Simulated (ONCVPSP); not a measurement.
**Before and after: ONCV potential for B**

* Element: boron (B)
* Generator: ONCVPSP 4.0.1
* Type: optimised norm-conserving Vanderbilt (ONCV)
* Functional: PBE
* Relativity: scalar-relativistic
* Frozen core: none
* Valence charge: 5
* Reference configuration: 1s2 2s2 2p1
* Partial waves: 1s+2s: rc 0.70 bohr, ncon 4, nbas 7, qcut 16.2 1/bohr, 2 projectors; 2p: rc 2.85 bohr, ncon 3, nbas 8, qcut 4.1 1/bohr, 2 projectors, debl 3.2 Ha; d scattering state at 0.33 Ha: rc 2.70 bohr, ncon 4, nbas 9, qcut 3.2 1/bohr, 2 projectors, debl 1.9 Ha
* Local potential: polynomial inside 0.45 bohr (lpopt 5, dvloc0 0 Ha)
* Core correction: none

Change: p: qcut 4.5.

Cutoffs: the cutoffs (Ha) at which the residual kinetic energy of the hardest occupied pseudo-wave falls to 1 and 0.1 mHa per electron; they do not see the model core or the augmentation charge, which bear on the density cutoff. Errors are all-electron minus pseudo energies relative to the spin-unpolarised reference configuration.

Q: Predict the effect on cutoff, ghosts and configuration errors.

A: The potential gets neither clearly harder nor softer (111 Ha and 127 Ha → 111 Ha and 127 Ha); of the 3 tests that both files solve, the error grows in 0 and shrinks in 3 by more than 15 % and 0.3 meV (median size 101.2 → 84.4 meV); neither file shows a bound ghost.

```tsv
quantity	base	changed
cutoff, loose	111 Ha	111 Ha
cutoff, tight	127 Ha	127 Ha
loose cutoff by channel	s 111 Ha, p 5.8 Ha	s 111 Ha, p 6.4 Ha
bound ghosts	none	none
GHOST(+) flags under 300 eV	none	none
tests with a reliable result	3 of 4	3 of 4
error for 1s2 2s2 2p0, meV [ΔE 8.22 eV]	+101	+84
error for 1s2 2s1 2p0, meV [ΔE 33.64 eV]	+307	+260
error for 1s2 2s1 2p1, meV [ΔE 14.36 eV]	-68	-56
s: phases at 0.71 bohr within 0.05 rad from the reference energy up to (Ha; the scan ends near 5)	to the end of the scan	to the end of the scan
p: phases at 2.89 bohr within 0.05 rad from the reference energy up to (Ha; the scan ends near 5)	0.4	0.4
d: phases at 2.74 bohr within 0.05 rad from the reference energy up to (Ha; the scan ends near 5)	4.7	4.7
```
